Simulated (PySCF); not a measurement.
# Excitation energy of Be⁺ by level of theory

Be⁺ [He] 2s1 (2S) → Be⁺ [He] 3d1 (2D), as a difference of total energies. All numbers are calculated (PySCF 2.14, scalar relativity by spin-free X2C-1e, in aug-cc-pCVQZ-DK (9s8p6d4f2g, 109 functions)). Correlated levels: valence and next inner shell: nothing frozen. The calculations carry no spin-orbit coupling.

**Question.** Order these methods by the excitation energy they give, lowest first.
A. r2SCAN
B. revPBE
C. wB97M-V
D. LDA

**Answer.** B (11.663 eV), A (11.760 eV), D (11.838 eV), C (12.244 eV).

Errors of the correlated levels include the incompleteness of this basis.

The promoted electron is Rydberg-like, and one or two diffuse shells describe it only roughly, which tends to raise the upper state.

For comparison: 12.157 eV (measured; NIST levels, between the centres of gravity of the two terms).
